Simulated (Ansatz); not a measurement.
One change: `[OH][Hf]([F])([Cl])[SeH]` becomes `[OH][Hf]([Cl])([Cl])[SeH]`.

Ansatz, PBE0-D4/def2-TZVP geometries, multiplicity 1. Each molecule was computed in one conformer, which needn't be the lowest.

Elements past krypton have def2 core potentials. Scalar relativity is left out up to krypton.

```
                                          property  `[OH][Hf]([F])([Cl])[SeH]`
                 HOMO energy (PBE/def2-TZVPP) / eV                       -6.25
             HOMO energy (ωB97M-V/def2-TZVPP) / eV                       -9.49
               HOMO–LUMO gap (PBE/def2-TZVPP) / eV                        4.27
size of the dipole moment (ωB97M-V/def2-TZVPP) / D                        2.44
                LUMO energy (PBE0/def2-TZVPP) / eV                       -1.15
               HOMO energy (B3LYP/def2-TZVPP) / eV                       -7.14
```

Q: What does the change do to each property? (Best estimate.)

A: Ansatz gave: 
| property | `[OH][Hf]([Cl])([Cl])[SeH]` | shift |
| --- | --- | --- |
| HOMO energy (PBE/def2-TZVPP) / eV | -6.29 | -0.04 |
| HOMO energy (ωB97M-V/def2-TZVPP) / eV | -9.50 | -0.01 |
| HOMO–LUMO gap (PBE/def2-TZVPP) / eV | 3.93 | -0.34 |
| size of the dipole moment (ωB97M-V/def2-TZVPP) / D | 3.23 | 0.79 |
| LUMO energy (PBE0/def2-TZVPP) / eV | -1.55 | -0.40 |
| HOMO energy (B3LYP/def2-TZVPP) / eV | -7.16 | -0.02 |

Dipoles are sizes alone; their direction can turn.

B3LYP here is the variant with VWN-RPA as its local correlation; programs differ in this.

Spin–orbit coupling is left out; it splits and shifts lone-pair levels of the heavy atoms by tenths of an eV.
